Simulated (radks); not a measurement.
All-electron atom: Ir0.25+ in [Xe] 4f14 5d5.75 6s2 6p1 (fractional occupations, a model configuration). All-electron calculation, Dirac Kohn-Sham, LDA (Slater exchange, Perdew-Wang correlation), spin-unpolarised, spherical densities, point nucleus; open shells are shared between the two j in proportion to 2j + 1. Program: a radial shooting solver on a logarithmic mesh with Libxc functionals. Some entries of the table are withheld. Estimate them.

orbital,occ.,eigenvalue (hartree),r(max) (bohr)
1s1/2,2,-2791.720,0.01082
2s1/2,2,-488.2798,0.06253
2p1/2,2,(1),0.04621
2p3/2,4,(2),0.05337
3s1/2,2,-114.3924,0.1760
3p1/2,2,-105.2283,0.1644
3p3/2,4,-92.14709,0.1791
3d3/2,4,-76.80813,0.1397
3d5/2,6,-73.97929,0.1437
4s1/2,2,-24.59542,0.3978
4p1/2,2,-20.73129,(3)
4p3/2,4,-17.62826,(4)
4d3/2,4,(5),(6)
4d5/2,6,(7),(8)
5s1/2,2,-3.87391,0.8901
5p1/2,2,-2.65067,0.9444
4f5/2,6,-2.63270,0.3920
4f7/2,8,-2.51785,0.3967
5p3/2,4,-2.13971,1.025
5d3/2,2.3,-0.52325,(9)
5d5/2,3.45,-0.47283,(10)
6s1/2,2,-0.38803,2.287
6p1/2,0.333333,-0.17824,(11)
6p3/2,0.666667,-0.14194,(12)

Answer. 
(1) 2p1/2 eigenvalue (hartree): -467.8494
(2) 2p3/2 eigenvalue (hartree): -408.0937
(3) 4p1/2 r(max) (bohr): 0.3965
(4) 4p3/2 r(max) (bohr): 0.4270
(5) 4d3/2 eigenvalue (hartree): -11.28587
(6) 4d3/2 r(max) (bohr): 0.4211
(7) 4d5/2 eigenvalue (hartree): -10.70991
(8) 4d5/2 r(max) (bohr): 0.4306
(9) 5d3/2 r(max) (bohr): 1.259
(10) 5d5/2 r(max) (bohr): 1.298
(11) 6p1/2 r(max) (bohr): 2.818
(12) 6p3/2 r(max) (bohr): 3.155
